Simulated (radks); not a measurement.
Charge is removed step by step from the 5p1/2 level of the antimony ion Sb+, starting from [Kr] 4d10 5s2 5p(1/2: 2, 3/2: 0). All-electron calculation, Dirac Kohn-Sham, PBE, spin-unpolarised, spherical densities, finite nucleus; Fermi nuclear charge, rms radius 4.6802 fm. Program: a radial shooting solver on a logarithmic mesh with Libxc functionals.

removed (e),E - E(0) (eV),eigenvalue (eV),E minus straight line (eV)
0,0.000,-12.315,0.000
0.1,1.271,-13.105,-0.368
0.2,2.621,-13.904,-0.656
0.3,4.052,-14.712,-0.863
0.4,5.564,-15.527,-0.990
0.5,7.158,-16.352,-1.034
0.6,8.835,-17.183,-0.996
0.7,10.595,-18.023,-0.874
0.8,12.439,-18.870,-0.668
0.9,14.369,-19.725,-0.377
1,16.385,-20.586,0.000

Removing the whole electron costs 16.385 eV by Delta-SCF, against 12.315 eV from minus the eigenvalue at the starting occupation. Slater's transition state (half an electron removed) gives 16.352 eV. Integrating minus the eigenvalue over the occupation (Janak's theorem) gives 16.385 eV. The mean slope of the eigenvalue, de/dn, is 8.27 eV per electron. Ionisation energy of Sb+ in the NIST Atomic Spectra Database: 16.63 eV (measured).

Beside tabulated values, note that spin-unpolarised runs miss the spin-polarisation part of the exchange energy of open shells.
